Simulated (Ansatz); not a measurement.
Molecule: C3H8FGe, charge 0, multiplicity 2. It need not be the lowest isomer of its formula. 
Coordinates optimised at B3LYP-D3(BJ)/def2-TZVP (Ansatz, a quantum-chemistry and plane-wave program):
SMILES: [CH2][Ge]([CH3])([CH3])[F]
```xyz
13

C      0.9240     1.5771    -0.7110
Ge     0.0111     0.0217    -0.0286
C     -1.9137     0.0905    -0.3420
C      0.8728    -1.6449    -0.5654
F      0.1862     0.0728     1.7347
H      0.4204     2.5258    -0.8546
H      1.9843     1.5723    -0.9345
H     -2.3216     1.0195     0.0554
H     -2.1281     0.0403    -1.4101
H     -2.4011    -0.7475     0.1554
H      1.9260    -1.6247    -0.2867
H      0.3942    -2.4873    -0.0670
H      0.7969    -1.7832    -1.6445
```
Charge 0, spin multiplicity 2.

Dipole moments at this geometry, in debye (magnitudes).

```json
[
 {"level": "SVWN5/def2-TZVPD", "program": "Ansatz", "dipole (D)": "2.63"},
 {"level": "PBE/def2-TZVPD", "program": "Ansatz", "dipole (D)": "2.57"},
 {"level": "BLYP/def2-TZVPD", "program": "Ansatz", "dipole (D)": "2.58"},
 {"level": "revPBE/def2-TZVPD", "program": "Ansatz", "dipole (D)": "2.54"},
 {"level": "r2SCAN/def2-TZVPD", "program": "Ansatz", "dipole (D)": "2.62"},
 {"level": "B3LYP/def2-TZVPD", "program": "Ansatz", "dipole (D)": "2.68"},
 {"level": "BHLYP/def2-TZVPD", "program": "Ansatz", "dipole (D)": "2.79"},
 {"level": "r2SCANh/def2-TZVPD", "program": "Ansatz", "dipole (D)": "2.66"},
 {"level": "CAM-B3LYP/def2-TZVPD", "program": "Ansatz", "dipole (D)": "2.73"},
 {"level": "LC-wPBE/def2-TZVPD", "program": "Ansatz", "dipole (D)": "2.73"},
 {"level": "wB97M-V/def2-TZVPD", "program": "Ansatz", "dipole (D)": "2.68"},
 {"level": "wB97X-V/def2-TZVPD", "program": "Ansatz", "dipole (D)": "(withheld)"},
 {"level": "CCSD(T)/aug-cc-pVDZ", "program": "Ansatz", "dipole (D)": "(withheld)"}
]
```

Fill in the missing entries.


- wB97X-V/def2-TZVPD, dipole (D): 2.70
- CCSD(T)/aug-cc-pVDZ, dipole (D): 2.65
